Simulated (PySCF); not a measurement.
How the method changes the constants of HBr⁻

State: ²Σ⁺ (doublet), unpaired electrons σ ↑. Set-up: H def2-SVPD, Br def2-SVPD; no relativity (PySCF 2.14). De refers to H + Br⁻ in their ground configurations, without counterpoise correction. The functionals are run spin-unrestricted. A positive dipole points towards Br; it is taken about the centre of mass and depends on that origin. Levels whose curve was spin-contaminated or gave no clean fit are not listed.

```tsv
Level	Re (Å)	ωe (cm⁻¹)	De (eV)	μ (D)
UHF-CCSD	2.513	327	0.092	n/a
UHF-CCSD(T)	2.477	357	0.106	n/a
PBE	2.250	532	0.270	2.15
PBEsol	2.175	590	0.359	2.23
BLYP	2.331	504	0.325	2.23
BP86	2.227	562	0.373	2.29
r²SCAN	2.297	533	0.342	1.99
PBE0	2.281	510	0.194	1.91
CAM-B3LYP	2.310	528	0.244	1.89
```

The bond length runs from 2.175 Å (PBEsol) to 2.513 Å (UHF-CCSD). De spans 0.09 eV (UHF-CCSD, coupled cluster) to 0.37 eV (BP86, GGA).

Correlated steps freeze 9 core orbitals. The bond is weak. Basis-set superposition, not corrected here, can be much of De in a small basis, most of all at correlated wavefunction levels. Spin–orbit coupling is left out. For an ion De counts to the pair picked by the measured ionisation energies or electron affinities, which need not be the lowest pair at this level. The highest Kohn–Sham level is positive in this anion. Much of that is self-interaction error, but it also means that the finite basis helps to hold the extra electron. The state is the lowest determinant that a PBE0 search found; another state may lie lower at other levels.

The whole job (state search and all levels along the bond) took about 1.5 min on 1 thread of Intel Xeon 6975P-C (shared host), peak memory 0.62 GiB.
